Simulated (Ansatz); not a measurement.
FGeH$_{5}$O$_{2}$Si (`[OH][Ge]([OH])([F])[SiH3]`). The species carries charge 0 and has multiplicity 1.

Z-matrix (Å, degrees):
```
Ge
O 1 1.758
F 1 1.747 2 108.8
O 1 1.768 2 107.2 3 -111.0
Si 1 2.379 2 110.1 3 120.5
H 2 0.962 1 112.3 3 77.0
H 4 0.961 1 111.7 2 131.1
H 5 1.483 1 107.9 2 -176.2
H 5 1.482 1 108.5 2 -56.2
H 5 1.482 1 108.3 2 64.2
```

**Question.** List the harmonic frequencies (cm⁻¹, unscaled) at PBE0-D4/def2-TZVP in Ansatz. (Best estimate.)

**Answer.** Computed: 76, 103, 114, 159, 199, 229, 247, 308, 370, 519, 523, 677, 719, 740, 863, 901, 915, 933, 934, 2241, 2259, 2262, 3873, 3884.

**Question.** Is this a minimum?

**Answer.** Yes, all 24 modes are real.

**Question.** Give the ideal-gas thermochemistry at 298.15 K and 1 bar (rigid rotor, harmonic oscillator; point group C1, symmetry number 1).

**Answer.** Zero-point energy 143.9 kJ/mol; H(298) − E = 170.0 kJ/mol; entropy 388.8 J/(mol·K), of which translation 171.9, rotation 115.9, vibration 101.0; G(298) − E = 54.0 kJ/mol. Modes under 100 cm⁻¹ are hindered rotations or soft bends, so the harmonic entropy is rough.

**Question.** And at 400, 500, 600, 800 and 1000 K?

**Answer.** 
```csv
T (K),H − E (kJ/mol),S (J/mol/K),G − E (kJ/mol)
400,184.4,430.4,12.3
500,200.1,465.4,-32.6
600,216.9,496.0,-80.7
800,252.9,547.6,-185.2
1000,291.0,590.1,-299.1
```
